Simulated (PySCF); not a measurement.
## Correlation energy of Ca⁺ (calcium, charge +1)

[Ar] 3d1, 2D determinant (an excited configuration). Calculation: PySCF 2.14, in ANO-RCC-VTZP; the spin-free X2C one-electron Hamiltonian (Gaussian nucleus). Frozen: [Ne]; 9 electrons correlated.

```csv
level,correlation energy (mhartree)
CCSD,-241.02
(T),-4.43
CCSD(T),-245.45
```

Diagnostics: T1 = 0.0043, D1 = 0.0164, largest double amplitude 0.034.

Question: Is a single reference adequate?

Answer: Yes: T1 lies below 0.03 and no double amplitude reaches 0.07.
